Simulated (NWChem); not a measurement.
Molecule: C$_{2}$H$_{5}$FOSi; SMILES F[SiH]1COC1

```xyz
10

F     -0.3531    -2.0214     0.0000
Si     0.3916    -0.5756     0.0000
C     -0.1854     0.8147     1.1347
O     -0.0431     1.6876     0.0000
C     -0.1854     0.8147    -1.1347
H      1.8551    -0.8528     0.0000
H      0.4399     1.1632     1.9711
H     -1.2354     0.7500     1.4799
H     -1.2354     0.7500    -1.4799
H      0.4399     1.1632    -1.9711
```
Atoms are numbered in this order, from 1.

All runs: NWChem. The geometry was optimised at PBE0/def2-SVP. Hybrids' shares of exact exchange are those that their runs print; pure functionals count as 0. The functionals differ in more than this share.

```csv
row,share of exact exchange,highest occupied level (eV)
PBE/def2-TZVP,0.00,-5.93
BLYP/def2-TZVP,0.00,-5.84
TPSSh/def2-TZVP,0.10,-6.61
B3LYP/def2-TZVP,0.20,withheld
PBE0/def2-TZVP,0.25,-7.41
```

Fit a straight line of the last column on the one before it, predict the withheld value, and compare with the run.


1. Means of the 4 shown rows: x = 0.087, y = -6.447. Slope Σ(x − x̄)(y − ȳ)/Σ(x − x̄)² = -0.2569/0.04188 = -6.134; intercept -5.911.
2. The shown rows scatter about the line by 0.059 (root mean square); the largest residual is -0.09, at TPSSh/def2-TZVP.
3. At x = 0.20 (B3LYP/def2-TZVP; inside the shown range) the line gives -7.14.
4. The run gives -7.19, -0.05 from the line, 0.8 times the scatter.
